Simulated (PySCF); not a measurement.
These 5 structures share the formula C7H12BF. Method used: PySCF, PBE0-D3(BJ)/def2-SVP geometry optimisation, gas phase. One conformer each; no zero-point energy, no entropy. No frequencies were run at this level. Point groups hold within 0.08 Å.

**Question.** Rank from lowest to highest electronic energy at this level (kJ/mol).
A. `[CH2:1]=[CH:2][CH2:3][C@@H:4]1[CH2:5][BH:6][CH2:7][C@@H:8]1[F:9]` with C1–C2–C3–C4 -112°, C2–C3–C4–C5 -174°, C3–C4–C5–B6 -154°, C4–C5–B6–C7 9°, C5–B6–C7–C8 14°, B6–C7–C8–F9 83°
B. `[F:1]/[CH:2]=[CH:3]/[C@@H:4]1[CH2:5][BH:6][CH2:7][CH2:8][CH2:9]1` with C2–C3–C4–C5 1°, C3–C4–C5–B6 -166°, C4–C5–B6–C7 21°, C5–B6–C7–C8 -20°, B6–C7–C8–C9 38°
C. `[BH2:1][C@@H:2]1[CH2:3][CH2:4][CH:5]=[CH:6][C@:7]1([CH3:8])[F:9]` with H–B1–C2–C3 154° and -31°, B1–C2–C3–C4 169°, C2–C3–C4–C5 48°, C3–C4–C5–C6 -18°, C5–C6–C7–C8 -133°
D. `[BH2:1][C@@H:2]1[C@@H:3]([F:4])[C@H:5]2[CH2:6][C@@H:7]1[C@@H:8]2[CH3:9]` with H–B1–C2–C3 -37° and 147°
E. `[CH2:1]=[CH:2][CH2:3][C@@H:4]1[CH2:5][BH:6][CH2:7][C@H:8]1[F:9]` with C1–C2–C3–C4 -117°, C2–C3–C4–C5 -64°, C3–C4–C5–B6 -155°, C4–C5–B6–C7 11°, C5–B6–C7–C8 13°, B6–C7–C8–F9 -154°

**Answer.** B (0.0), A (4.0), E (8.1), C (22.4), D (82.0).

As drawn, the lowest has a C=C bond outside aromatic rings, which the highest lacks; the highest has a four-membered ring, which the lowest lacks. Neighbours under 10 kJ/mol apart (F/C=C/[C@@H]1CBCCC1 and C=CC[C@@H]1CBC[C@@H]1F; C=CC[C@@H]1CBC[C@@H]1F and C=CC[C@@H]1CBC[C@H]1F) can change places with a better method, another conformer or zero-point energy. C=CC[C@@H]1CBC[C@@H]1F and C=CC[C@@H]1CBC[C@H]1F are stereoisomers, 4.1 kJ/mol apart in the conformers taken.

```
                                 SMILES      E (Eh)  E rel (kJ/mol)  dipole (D)  point group       A, B, C (MHz)
                    F/C=C/[C@@H]1CBCCC1  -397.89889             0.0        1.56           C1  3958, 791.9, 691.8
                 C=CC[C@@H]1CBC[C@@H]1F  -397.89737             4.0        1.67           C1   3106, 1104, 946.0
                  C=CC[C@@H]1CBC[C@H]1F  -397.89580             8.1        1.47           C1   2740, 1020, 792.5
                 B[C@@H]1CCC=C[C@]1(C)F  -397.89034            22.4        2.25           C1    2214, 1644, 1191
B[C@@H]1[C@@H](F)[C@H]2C[C@@H]1[C@@H]2C  -397.86766            82.0        1.70           C1    2443, 1507, 1172
```

**Question.** How do the relative energies change in single points at PBE0/pcSseg-1 (no added dispersion term) on the same geometries?

**Answer.** 
| SMILES | PBE0-D3(BJ)/def2-SVP (kJ/mol) | PBE0/pcSseg-1 (kJ/mol) | shift |
| --- | --- | --- | --- |
| F/C=C/[C@@H]1CBCCC1 | 0.0 | 0.0 | 0.0 |
| C=CC[C@@H]1CBC[C@@H]1F | 4.0 | 0.3 | -3.7 |
| C=CC[C@@H]1CBC[C@H]1F | 8.1 | 3.7 | -4.4 |
| B[C@@H]1CCC=C[C@]1(C)F | 22.4 | 21.2 | -1.2 |
| B[C@@H]1[C@@H](F)[C@H]2C[C@@H]1[C@@H]2C | 82.0 | 84.6 | +2.6 |

Each column counts from its own lowest isomer. The order is unchanged; the largest shift is 4.4 kJ/mol.

**Question.** As an exercise, what shares would exp(−E/RT) give at 298.15 K from these electronic energies alone (no entropy, no degeneracies)?

**Answer.** RT = 2.479 kJ/mol: F/C=C/[C@@H]1CBCCC1 80.8 %, C=CC[C@@H]1CBC[C@@H]1F 16.1 %, C=CC[C@@H]1CBC[C@H]1F 3.1 %, B[C@@H]1CCC=C[C@]1(C)F under 0.1 %, B[C@@H]1[C@@H](F)[C@H]2C[C@@H]1[C@@H]2C under 0.1 %.
